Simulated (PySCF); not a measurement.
# C₆ coefficients of unlike pairs at PBE

Calculated with PySCF 2.14 from the dipole response of each species, C₆(A,B) = (3/π) ∫ α_A(iu) α_B(iu) du, in atomic units, from isotropic polarisabilities. For ions this is the dispersion term alone; charge-induced terms of lower order in 1/R come first.

| species | configuration | basis | relativity | α (bohr³) | C₆ (like pair) |
| --- | --- | --- | --- | --- | --- |
| Be | [He] 2s2 (1S) | dyall-acv3z (15s9p4d2f) | spin-free X2C | 42.89 | 256.9 |
| Hg²⁺ | [Xe] 4f14 5d10 (1S) | x2c-TZVPPall with one added diffuse shell each of s, p, d, f type (12s8p8d4f1g) | spin-free X2C | 8.231 | 53.79 |
| Cl²⁺ | [Ne] 3s2 3p3 (4S) | aug-cc-pV(D+d)Z (5s4p3d) | none | 5.888 | 21.07 |
| P²⁺ | [Ne] 3s2 3p1 (2P) | aug-cc-pVQZ-DK (7s6p4d3f2g) | spin-free X2C | 9.116 | 32.71 |

Estimate C₆ for P²⁺ with Cl²⁺.

The integral gives 25.68. The combination rule 2 C_A C_B / (C_A α_B/α_A + C_B α_A/α_B) gives 25.65 and the geometric mean 26.26.

No spin-orbit coupling is included.

The other pairs:

```json
{"pair": "P²⁺, Be", "C₆": "81.01"}
{"pair": "Cl²⁺, Be", "C₆": "57.92"}
{"pair": "P²⁺, Hg²⁺", "C₆": "39.02"}
{"pair": "Cl²⁺, Hg²⁺", "C₆": "33.05"}
{"pair": "Hg²⁺, Be", "C₆": "83.76"}
```
